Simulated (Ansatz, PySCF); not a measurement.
Reaction (SMILES): BOB -> [BH]OB + H atom (the B-H bond at the site shown breaks; other sites are not compared here)
Geometries: B3LYP-D3(BJ)/def2-TZVP minima from Ansatz (a first-principles code), one conformer each, not searched for the lowest.

Quantity: bond dissociation energy (enthalpy at 298 K, with B3LYP-D3(BJ) rigid-rotor harmonic-oscillator terms from PySCF), in kcal/mol. Valence correlation only, unless marked. UHF or UKS for open shells. No spin-orbit coupling. Non-relativistic. CBS(X,Y): correlation extrapolated as X^-3; Hartree-Fock from the larger set. [CCSD(T)-MP2]/basis is that difference in the basis named.

RI-MP2/CBS(aug-cc-pVTZ,aug-cc-pVQZ)+[CCSD(T)-MP2]/aug-cc-pVTZ (Ansatz) gives 103.9 kcal/mol.

Q: Another calculation gave 99.7 kcal/mol. Which level was it?
(A) r2SCAN/def2-TZVPD (Ansatz)
(B) PBE-QIDH/def2-TZVPD (Ansatz)
(C) SVWN5/def2-TZVPD (Ansatz)
(D) wB97X-V/def2-TZVPD (Ansatz)

A: B, PBE-QIDH/def2-TZVPD (Ansatz). The others give 97.0 (r2SCAN), 103.2 (wB97X-V), 106.0 (SVWN5) kcal/mol.
